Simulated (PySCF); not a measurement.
Chain-length series, n-germane silyl/silyl (end groups after the name). Gas-phase values, no solvent. One relaxed conformer stands for each flexible species; it need not be the lowest. Strings in code marks are SMILES.

The LUMO from two functionals at the same geometries (r2SCAN-D4/def2-SVP), both in PySCF: PBE-D3(BJ)/def2-TZVP and r2SCAN-D4/def2-TZVP. 

| species | PBE-D3(BJ)/def2-TZVP (eV) |
|---|---|
| n = 1 (`[SiH3][GeH2][SiH3]`) | -0.92 |
| n = 3 (`[SiH3][GeH2][GeH2][GeH2][SiH3]` (Si–Ge–Ge–Ge torsion 175°, Ge–Ge–Ge–Si torsion 178°)) | -1.47 |
| n = 6 (`[SiH3][GeH2][GeH2][GeH2][GeH2][GeH2][GeH2][SiH3]`) | -1.85 |
| n = 7 (`[SiH3][GeH2][GeH2][GeH2][GeH2][GeH2][GeH2][GeH2][SiH3]`) | -1.93 |

**Question.** What does r2SCAN-D4/def2-TZVP give for each?

**Answer.** 
- n = 1 (`[SiH3][GeH2][SiH3]`): -0.64
- n = 3 (`[SiH3][GeH2][GeH2][GeH2][SiH3]` (Si–Ge–Ge–Ge torsion 175°, Ge–Ge–Ge–Si torsion 178°)): -1.25
- n = 6 (`[SiH3][GeH2][GeH2][GeH2][GeH2][GeH2][GeH2][SiH3]`): -1.67
- n = 7 (`[SiH3][GeH2][GeH2][GeH2][GeH2][GeH2][GeH2][GeH2][SiH3]`): -1.76
Over these rows, drawn at random from the members with no instability flagged (it was tested for open shells, ions and some series alone), PBE minus r2SCAN-D4: mean -0.21 eV, from -0.28 eV to -0.17 eV.
